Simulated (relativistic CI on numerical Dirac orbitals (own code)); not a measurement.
# Charge states of rhodium

Computed by Dirac-Coulomb-Breit CI, separate exchange-only KLI orbitals for each configuration, model QED (radiative potential, 1s self-energy scaled to tabulated hydrogen-like ionisation energies), valence Slater integrals scaled by 0.9 (own radial code, finite nucleus).

Each species is treated in one configuration, given outside its closed core. Radial values are for the open shell of highest l, unscaled and averaged over j; ζ includes the Breit term. Labels give the leading LS character, summed over repeated terms.

```csv
Ion,Configuration,Its lowest level,LS weight (%),⟨r⟩ (bohr),⟨r²⟩ (bohr²),ζ (cm⁻¹),Next level,E (cm⁻¹)
Rh24+,3d3,4F_3/2,84,0.3216,0.1205,19860,4F_5/2,27019
Rh25+,3d2,3F_2,89,0.3169,0.1168,20570,3F_3,41872
Rh26+,3d,2D_3/2,100,0.3124,0.1134,21300,2D_5/2,53418
Rh27+,3s2 3p6,1S_0,100,,,,,
Rh28+,3s2 3p5,2P°_3/2,100,0.3418,0.1347,175500,2P°_1/2,263680
Rh29+,3s2 3p4,3P_2,76,0.3388,0.1323,179200,1S_0,76499
Rh30+,3s2 3p3,J = 3/2 (mixed),40,0.3358,0.13,182900,2D°_3/2,225750
Rh31+,3s2 3p2,3P_0,77,0.3329,0.1278,186700,3P_1,235960
Rh32+,3s2 3p,2P°_1/2,100,0.3301,0.1256,190600,2P°_3/2,286420
Rh33+,3s2,1S_0,100,,,,,
Rh34+,3s,2S_1/2,100,0.336,0.1285,,,
Rh35+,2s2 2p6,1S_0,100,,,,,
Rh36+,2s2 2p5,2P°_3/2,100,0.1194,0.01729,800700,2P°_1/2,1.2035e+06
Rh37+,2s2 2p4,3P_2,73,0.1182,0.01693,819500,1S_0,231910
Rh38+,2s2 2p3,J = 3/2 (mixed),44,0.117,0.01659,838500,4S°_3/2,1.1076e+06
Rh39+,2s2 2p2,3P_0,74,0.1159,0.01625,858000,3P_1,1.1566e+06
Rh40+,2s2 2p,2P°_1/2,100,0.1148,0.01594,877800,2P°_3/2,1.3192e+06
Rh41+,2s2,1S_0,100,,,,,
Rh42+,2s,2S_1/2,100,0.1318,0.02039,,,
Rh43+,1s2,1S_0,100,,,,,
```
